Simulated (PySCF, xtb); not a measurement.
W(O)2(F)(NH2) (FH₂NO₂W), SMILES [F][W](=[O])([NH2])=[O], multiplicity 1. Other conformers were not sampled.

Harmonic wavenumbers (cm⁻¹) from xtb with GFN2-xTB at its own minimum, in rising order: 156, 176, 196, 214, 254, 310, 414, 483, 507, 551, 823, 846, 1458, 3246, 3255.

Question: What does PBE-D3(BJ)/def2-SVP in PySCF 2.14.0 give at its own minimum? (Estimate from the structure and the level; the computed values follow.)

Answer: 184, 200, 220, 237, 316, 364, 491, 657, 675, 708, 965, 994, 1463, 3468, 3565. Paired by order, the mean absolute difference is 108 cm⁻¹ and the zero-point energies are 18.4 and 20.7 kcal/mol.
